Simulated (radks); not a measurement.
The numbers below are computed, except where a source is named.
The bromine anion Br-, [Kr], held by a Watson sphere: a shell of charge +0.97 at radius R that stands for the Madelung well of a crystal (potential energy -0.97/R inside, -0.97/r outside, in hartree with lengths in bohr). Level of theory: scalar-relativistic Kohn-Sham, LB94 model potential, spin-polarised, spherical densities, finite nucleus; Fermi nuclear charge, rms radius of each element as measured or else 0.836 A^(1/3) + 0.57 fm (a radial shooting solver on a logarithmic mesh with Libxc functionals). Response by self-consistent Sternheimer equations with the Hartree and adiabatic LDA kernel, the relativistic mass of each level held fixed and spin-orbit coupling left out. The sphere does not respond.

R (bohr)	e(3d) (eV)	e(4s) (eV)	e(4p) (eV)	<r> 4p (bohr)	sum of <r^2> (bohr^2)	X-ray form factor at sin(theta)/lambda = 0.1 1/angstrom	alpha (bohr^3)
2.26	-75.612	-24.959	-12.654	2.111	45.37	33.129	23.80
2.65	-75.117	-24.232	-12.038	2.151	46.77	33.065	26.53
2.66	-75.104	-24.215	-12.022	2.152	46.80	33.064	26.60
3.27	-74.321	-23.214	-11.075	2.196	48.45	32.997	30.84
4.82	-72.555	-21.305	-9.162	2.243	50.46	32.930	38.68
